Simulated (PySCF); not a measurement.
**How the functional moves excitation energies**

Ethyl bromide, C2H5Br.
SMILES with atom numbers: `[CH3:1][CH2:2][Br:3]` (hydrogens: H4, H5, H6 on C1; H7, H8 on C2)

Linear-response calculations in the def2-SVPD basis (PySCF; singlets by full response, triplets Tamm–Dancoff, core orbitals frozen in the response; HF means time-dependent Hartree–Fock). 'Strongest' is the level of largest summed f among the singlets computed (10 roots, of which the last may lack a degenerate partner); it can jump between rows when another state enters that window. S1 is the lowest singlet of each run and needn't be the same state throughout; f(S1) is that of one state. Geometry: PBE0-D3(BJ)/def2-SVP; no solvent, vibrations or thermal averaging. The LDA/def2-SVPD calculation is non-relativistic and has no spin–orbit coupling, an omission that weighs most on bromine.

```
functional                               kind  S1 (eV)  f(S1)  strongest (eV)  T1 (eV)  HOMO (eV)  gap (eV)  ionisation energy, ΔSCF (eV)
       LDA                                LDA     5.78  0.001            7.92     5.25      -6.69      5.45                         10.34
       PBE                                GGA     5.80  0.001            7.90     5.21      -6.58      5.51                         10.19
     B3LYP  global hybrid, 20% exact exchange     6.02  0.001            7.19     5.42      -7.62      7.22                         10.41
      PBE0  global hybrid, 25% exact exchange     6.17  0.001            7.49     5.51      -7.87      7.75                         10.38
 BHandHLYP  global hybrid, 50% exact exchange     6.40  0.000            8.75     5.74      -9.01      9.72                         10.36
 CAM-B3LYP             range-separated hybrid     6.17  0.001            8.55     5.54      -9.22     10.02                         10.47
   wB97X-D             range-separated hybrid     6.24  0.001            8.75     5.63      -9.77     11.35                         10.43
   LC-wPBE             range-separated hybrid     6.38  0.000            9.16     5.67     -10.64     12.52                         10.51
        HF                       Hartree–Fock     6.99  0.000            9.39     6.19     -10.84     13.22                   not settled
```

S1 runs from 5.78 eV (LDA) to 6.99 eV (HF), a spread of 1.21 eV, while the orbital gap spreads over 7.8 eV. Along PBE (0%), B3LYP (20%), PBE0 (25%), BHandHLYP (50%), HF (100%) S1 rises with the share of exact exchange. −ε(HOMO) comes closest to its own ΔSCF ionisation energy with LC-wPBE (+0.13 eV) and misses most with LDA (-3.65 eV). 'Not settled' means that the ion's SCF failed to converge or may have ended in another state than the lowest.
